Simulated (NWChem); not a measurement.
System: C2H3NO2Si; SMILES O1[SiH2]C=NC1=O

```xyz
9

O     -0.3922    -2.2757     0.0000
C     -0.1147    -1.1214     0.0000
N      1.2470    -0.6441     0.0000
C      1.3463     0.6286     0.0000
Si    -0.3781     1.4210     0.0000
O     -1.0501    -0.1337     0.0000
H      2.3500     1.0765     0.0000
H     -0.7409     2.1720    -1.2292
H     -0.7409     2.1720     1.2292
```
Atoms are numbered in this order, from 1.

Program: NWChem. Pople sets run with spherical d functions. All runs use the structure optimised with PBE0/def2-SVP. Isolated, static molecule.

GIAO at B3LYP/6-31G*: principal shieldings of N3 are -562.3, -113.0, 237.1 ppm; an isolated ammonia molecule has σ = 255.8 ppm at the same levels.

Q: Find the isotropic 15N shift, its principal values, the span and the skew.

A: 
1. σ(iso) = one third of the sum = -146.1 ppm.
2. δ = σ(reference) − σ = 401.9 ppm against ammonia.
3. δ11, δ22, δ33 = 818.1, 368.8, 18.7 ppm.
4. Span Ω = δ11 − δ33 = 799.4 ppm; skew κ = 3(δ22 − δ(iso))/Ω = -0.12.
